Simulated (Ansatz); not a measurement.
C2H2OSi, SMILES `C#C[Si]O` (excited triplet) (charge 0, multiplicity 3). This triplet is an excited state, 1.95 eV above the relaxed singlet at the level B3LYP/cc-pVTZ // PBE0-D3(BJ)/def2-TZVP (Ansatz, a quantum-chemistry and plane-wave program).

Cartesian coordinates (Å):
```xyz
6

C      1.9096    -0.2455     0.4168
C      0.7116    -0.3703     0.2518
Si    -1.0190    -0.7060     0.0332
O     -2.0420     0.4907    -0.4572
H      2.9587    -0.1219     0.5572
H     -2.5190     0.9529     0.2364
```
Charge 0, spin multiplicity 3.

Frozen-core energies in 6-31g from Ansatz at a geometry from PBE0-D3(BJ)/def2-TZVP; the HF reference has <S^2> = 2.21 and the T1 diagnostic is 0.038.

```json
[
 {"level": "HF", "energy (Ha)": "-440.48320"},
 {"level": "MP2", "energy (Ha)": "-440.79406"},
 {"level": "CCSD", "energy (Ha)": "-440.82618"}
]
```

Q: Estimate the energies of CCSD(T), CCSDT and CCSDT(Q), and give each level's difference from CCSDT(Q).

A: 
| level | energy (Ha) | difference from CCSDT(Q) (mHa) |
|---|---|---|
| MP2 | -440.79406 | 44.25 |
| CCSD | -440.82618 | 12.14 |
| CCSD(T) | -440.83581 | 2.51 |
| CCSDT | -440.83673 | 1.59 |
| CCSDT(Q) | -440.83831 | 0.00 |
